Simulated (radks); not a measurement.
Effect of the nuclear size on the erbium ion Er+, [Xe] 4f12 6s1. All-electron calculation, Dirac Kohn-Sham, LDA (Slater exchange, Perdew-Wang correlation), spin-unpolarised, spherical densities, finite nucleus; open shells fill j = l - 1/2 first; Fermi nuclear charge, rms radius 5.2516 fm. Program: a radial shooting solver on a logarithmic mesh with Libxc functionals. The rms radius is varied about that value; shifts are against it.

| rms radius (fm) | total energy shift (eV) | density at nucleus (e/bohr^3) | 1s1/2 shift (meV) | 2s1/2 shift (meV) | 4p1/2 shift (meV) | 5s1/2 shift (meV) | 5p1/2 shift (meV) | 6s1/2 shift (meV) | 6p1/2 (empty) shift (meV) |
|---|---|---|---|---|---|---|---|---|---|
| 4.4324 | -9.25 | 9.129e+05 | -3790 | -506 | 0.182 | -4.02 | 0.235 | -0.337 | 0.094 |
| 5.073 | -2.11 | 8.78e+05 | -866 | -116 | 0.041 | -0.919 | 0.054 | -0.077 | 0.021 |
| 5.2516 | 0 | 8.692e+05 | 0.000 | 0.000 | 0.000 | 0.000 | 0.000 | 0.000 | 0.000 |
| 5.4197 | 2.04 | 8.614e+05 | 834 | 111 | -0.040 | 0.885 | -0.052 | 0.074 | -0.021 |
| 5.9028 | 8.14 | 8.403e+05 | 3340 | 445 | -0.157 | 3.54 | -0.206 | 0.296 | -0.082 |

Slopes of the eigenvalues against <r^2> in GHz/fm^2, as finite differences over the two radii next to the reference (eigenvalue slopes, not the field-shift constants of lines): 1s1/2 113000, 2s1/2 15100, 4p1/2 -5.37, 5s1/2 120, 5p1/2 -6.99, 6s1/2 10.0, 6p1/2 (empty) -2.79.
